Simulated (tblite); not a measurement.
Parent: `[CH2:1]=[C:2]([SiH2:3][NH2:4])[N:5]([CH3:6])[CH3:7]` with C1–C2–Si3–N4 -136°, C2–Si3–N4–H 176° and 41°, C4H12N2Si.

Structures optimised with GFN2-xTB, isolated species. One conformer each, not checked by frequencies here.

```tsv
coordinate of the parent	value
C1=C2	1.339 Å
C2–Si3	1.895 Å
Si3–N4	1.728 Å
C2–N5	1.388 Å
N5–C6	1.444 Å
N5–C7	1.443 Å
C1–C2–Si3	118.0°
C1–C2–N5	123.0°
Si3–C2–N5	118.8°
C2–Si3–N4	107.2°
C2–N5–C6	118.4°
C2–N5–C7	118.5°
C6–N5–C7	113.2°
```

How does the shared frame change in `[CH2:1]=[C:2]([SiH2:3][NH2:4])[N:5]([CH3:6])[CH2:7][CH:8]([F:9])[F:10]` with C1–C2–Si3–N4 -103°, C2–Si3–N4–H 55° and -172°, C1–C2–N5–C6 1°, C2–N5–C7–C8 -74°, N5–C7–C8–F9 -76°, C5H12F2N2Si? Atoms pair as C1 = C1, C2 = C2, Si3 = Si3, N4 = N4, N5 = N5, C6 = C6, C7 = C7 (parent first).

| parent | relative | value in the relative | change |
| --- | --- | --- | --- |
| C1=C2 | C1=C2 | 1.338 Å | -0.001 |
| C2–Si3 | C2–Si3 | 1.897 Å | +0.002 |
| Si3–N4 | Si3–N4 | 1.731 Å | +0.003 |
| C2–N5 | C2–N5 | 1.392 Å | +0.004 |
| N5–C6 | N5–C6 | 1.447 Å | +0.003 |
| N5–C7 | N5–C7 | 1.436 Å | -0.007 |
| C1–C2–Si3 | C1–C2–Si3 | 118.2° | +0.2 |
| C1–C2–N5 | C1–C2–N5 | 122.6° | -0.4 |
| Si3–C2–N5 | Si3–C2–N5 | 118.9° | +0.1 |
| C2–Si3–N4 | C2–Si3–N4 | 106.2° | -1.0 |
| C2–N5–C6 | C2–N5–C6 | 118.6° | +0.2 |
| C2–N5–C7 | C2–N5–C7 | 118.6° | +0.1 |
| C6–N5–C7 | C6–N5–C7 | 114.8° | +1.6 |

Of the parent's bonds, N5–C7 changes most (-0.007 Å). Bonds of the relative outside the shared frame: C7–C8 1.535, C8–F9 1.358, C8–F10 1.356 Å. Point group C1 → C1.

The numbers are calculated, not measured.
